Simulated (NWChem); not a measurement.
System: CH5F2NSi; SMILES NC[SiH](F)F

NWChem input:

```
start job
memory heap 200 mb stack 900 mb global 1100 mb
geometry units angstroms noautosym nocenter noautoz
  N      0.082236     2.267694     0.008536
  C     -0.756349     1.112608    -0.303909
  Si    -0.023626    -0.487546     0.314737
  F      1.458482    -0.619412    -0.329111
  F     -0.860366    -1.785481    -0.168066
  H      0.174531     2.400379     1.013816
  H      1.023191     2.145089    -0.360953
  H     -0.910012     1.052437    -1.395729
  H     -1.765845     1.265122     0.115176
  H      0.132556    -0.550980     1.789619
end
basis spherical
  * library 6-31g*
end
dft
  xc m06-2x
  iterations 150
end
cosmo
  do_cosmo_smd true
  solvent dioxane
end
task dft energy
```

Geometry: optimised at PBE0/def2-SVP. Solvent: 1,4-dioxane.

Level: M06-2X/6-31G* with SMD (1 M gas to 1 M solution), gas-phase geometry. Reactions with the solvent are ignored.

**Question.** What results follow from this input? (M06-2X/6-31G* (spherical d), SMD on the gas-phase geometry.) Quantities: solvation free energy (kcal/mol); cavity-dispersion-structure term (kcal/mol); dipole in solution (D).

**Answer.** 
* **solvation free energy (kcal/mol)**: -2.3
* **cavity-dispersion-structure term (kcal/mol)**: 1.6
* **dipole in solution (D)**: 1.73
